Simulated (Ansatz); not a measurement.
C₂H₃FSSe (`FC(=[Se])CS`). The species carries charge 0 and has multiplicity 1. Geometry: relaxed with PBE0-D4/def2-TZVP. It is one conformer, not always the lowest.

```xyz
8

F     0.089    1.494   -1.261
C    -0.010    1.003   -0.036
Se    0.475    1.936    1.365
C    -0.546   -0.380   -0.040
S     0.714   -1.550   -0.633
H    -1.368   -0.457   -0.757
H    -0.893   -0.660    0.950
H     1.541   -1.387    0.413
```

(1) What is the dipole moment at B3LYP/def2-TZVPP? (An estimate is asked.)

(2) And with PBE, r2SCAN, ωB97M-V? (Best estimate.)

(3) Give the Mulliken charges with B3LYP, r2SCAN, PBE in def2-TZVPP. (An estimate is asked.)

## Answers

(1) The calculation gave: 1.71 D, with components (-0.98, -1.36, 0.37) D in this frame, pointing from negative to positive charge.

(2) Ansatz gave: PBE 1.63 D, r2SCAN 1.75 D, ωB97M-V 1.72 D.

(3) The calculation gave: 
| atom | B3LYP | r2SCAN | PBE |
| --- | --- | --- | --- |
| F1 | -0.14 | -0.13 | -0.09 |
| C2 | 0.15 | 0.13 | 0.12 |
| Se3 | -0.12 | -0.13 | -0.13 |
| C4 | -0.12 | -0.02 | -0.11 |
| S5 | -0.14 | -0.14 | -0.15 |
| H6 | 0.13 | 0.09 | 0.12 |
| H7 | 0.13 | 0.09 | 0.13 |
| H8 | 0.11 | 0.10 | 0.12 |

B3LYP here is the variant with VWN-RPA as its local correlation; programs differ in this.
